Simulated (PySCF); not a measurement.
These 2 structures share the formula C3H11PSi2. Method used: PBE0-D3(BJ)/def2-SVP geometry optimisation, gas phase in PySCF. Energies are electronic, without zero-point or thermal terms, for one conformer each. No frequencies were run at this level. Point groups hold within 0.08 Å.

Question: Order them by energy at this level, lowest first, and give relative energies in kcal/mol.
A. `[PH2:1][SiH2:2][SiH2:3][CH:4]1[CH2:5][CH2:6]1` with H–P1–Si2–Si3 67° and 161°, P1–Si2–Si3–C4 164°, Si2–Si3–C4–C5 29°
B. `[CH2:1]=[C:2]([CH3:3])[SiH2:4][PH:5][SiH3:6]` with C1–C2–Si4–P5 118°, C2–Si4–P5–Si6 -58°

Answer: B (0.0), A (8.3).

As drawn, the lower has a C=C bond outside aromatic rings, which the higher lacks; the higher has a three-membered ring and an Si–Si bond, which the lower lacks.

```
             SMILES       E (Eh)  E rel (kcal/mol)  dipole (D)  point group       A, B, C (MHz)
C=C(C)[SiH2]P[SiH3]  -1040.38209               0.0        0.98           C1    2263, 1219, 1041
 P[SiH2][SiH2]C1CC1  -1040.36892               8.3        1.45           C1  4374, 764.8, 707.0
```

Question: How do the relative energies change in single points at PBE0/pcSseg-1 (no added dispersion term) on the same geometries?

Answer: 
```csv
SMILES,PBE0-D3(BJ)/def2-SVP (kcal/mol),PBE0/pcSseg-1 (kcal/mol),shift
C=C(C)[SiH2]P[SiH3],0.0,0.0,0.0
P[SiH2][SiH2]C1CC1,8.3,8.5,+0.2
```

Each column counts from its own lowest isomer. The order is unchanged; the largest shift is 0.2 kcal/mol.
